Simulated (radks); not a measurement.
Task: Coherent X-ray form factor from a spherical all-electron density. Method: scalar-relativistic Kohn-Sham, LDA (Slater exchange, VWN5 correlation), spin-polarised, spherical densities, finite nucleus; Fermi nuclear charge, rms radius of each element as measured or else 0.836 A^(1/3) + 0.57 fm; computed with a radial shooting solver on a logarithmic mesh with Libxc functionals.

| sin(theta)/lambda (1/angstrom) | f0 (electrons) |
|---|---|
| 0.05 | 71.628 |
| 0.1 | 70.537 |
| 0.15 | 68.807 |
| 0.2 | 66.553 |
| 0.25 | 63.912 |
| 0.3 | 61.029 |
| 0.4 | 55.040 |
| 0.5 | 49.356 |
| 0.6 | 44.331 |
| 0.8 | 36.278 |
| 1 | 30.123 |
| 1.25 | 24.210 |
| 1.5 | 19.984 |
| 2 | 15.246 |

The species is in the configuration that NIST lists as its ground one. Which atom or ion scatters so?

Result: The lead ion Pb10+, [Xe] 4f14 5d4. Extrapolating in s^2 from the first two rows gives f0(0) = 72.0, near the electron count 72; among species with that count, the fall with angle is slower the higher Z, and the table is that of Z = 82; from so few rows the species is fixed only to a neighbour or two.
